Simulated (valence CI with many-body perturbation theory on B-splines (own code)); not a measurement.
From CI to CI+MBPT in O III

Computed by valence CI with perturbative core correlation (CI+MBPT): four valence electrons over a frozen Dirac-Fock core [He], radial functions for each j: 11 s, 11 p, 9 d, 7 f, 5 g, 2 h, 1 i, with the one-electron correlation potential Σ1 (screened to all orders), the two-electron term Σ2, the three-electron term Σ3, Breit, model QED; selected single and double excitations, second order for the rest, scaled by the run's own slope (own B-spline code, finite nucleus).

Against 32 measured levels this calculation errs by 91 cm⁻¹ on average and by 230 at most. These come from a selection out of Moore, Selected Tables of Atomic Spectra, NSRDS-NBS 3, section 11. Levels without a partner in it may be off by more. Among the levels kept, up to 570 cm⁻¹ of a level comes from second order outside the variational space, and about a tenth of that is noise between levels of different J, which matters for small intervals.

Each rung adds one term. CI alone is the Dirac-Coulomb CI over the frozen core; QED comes last and gives the full result, which names the levels. Energies are above 2s2.2p2 3P_0 on the same rung, in cm⁻¹.

```tsv
Level	CI alone	+ Σ1	+ Σ2	+ Σ3	+ Breit	Full
2s2.2p2 3P_1	123	126	125	125	113	113
2s2.2p2 3P_2	364	370	370	369	305	306
2s2.2p2 1D_2	20352	20407	20490	20399	20350	20352
2s2.2p2 1S_0	43113	43176	43520	43354	43330	43330
2s.2p3 5S°_2	60816	60251	60203	60278	60236	60207
2s.2p3 3D°_3	120887	120434	120242	120161	120086	120057
2s.2p3 3D°_2	120887	120434	120242	120160	120118	120089
2s.2p3 3D°_1	120887	120433	120241	120159	120125	120096
2s.2p3 3P°_2	143195	142781	142674	142547	142503	142474
2s.2p3 3P°_1	143193	142779	142672	142544	142507	142478
2s.2p3 3P°_0	143188	142774	142669	142541	142520	142491
2s.2p3 1D°_2	188798	188416	187542	187297	187240	187210
2s.2p3 3S°_1	199539	199088	197609	197342	197298	197266
2s.2p3 1P°_1	212158	211815	211033	210744	210703	210672
2s2.2p.3s 3P°_0	266504	267450	267350	267206	267169	267181
2s2.2p.3s 3P°_1	266641	267589	267487	267344	267288	267300
2s2.2p.3s 3P°_2	266927	267879	267780	267637	267543	267557
2s2.2p.3s 1P°_1	272539	273475	273244	273097	273023	273036
2p4 3P_2	286136	285276	284168	283953	283906	283846
2p4 3P_1	286351	285495	284389	284174	284121	284062
2p4 3P_0	286462	285607	284500	284285	284218	284159
2s2.2p.3p 1P_1	290343	291214	291090	290945	290873	290881
2s2.2p.3p 3D_1	293234	294102	293979	293835	293788	293795
2s2.2p.3p 3D_2	293391	294261	294135	293992	293926	293934
2s2.2p.3p 3D_3	293629	294504	294382	294238	294140	294149
2s2.2p.3p 3S_1	296942	297811	297696	297553	297478	297486
2p4 1D_2	300489	299679	298749	298530	298470	298411
2s2.2p.3p 3P_0	299635	300484	300321	300178	300126	300132
2s2.2p.3p 3P_1	299733	300584	300418	300275	300212	300219
2s2.2p.3p 3P_2	299885	300739	300573	300430	300342	300349
2s2.2p.3p 1D_2	306012	306887	306750	306607	306530	306538
```

Task: How does the ionisation energy move along the ladder, and which term matters most?

Result: CI alone 54.838, + Σ1 54.965, + Σ2 54.947, + Σ3 54.929, + Breit 54.923, + QED 54.924 eV. The largest step is Σ1, 0.127 eV. NIST lists 54.9355 eV (semi-empirical).
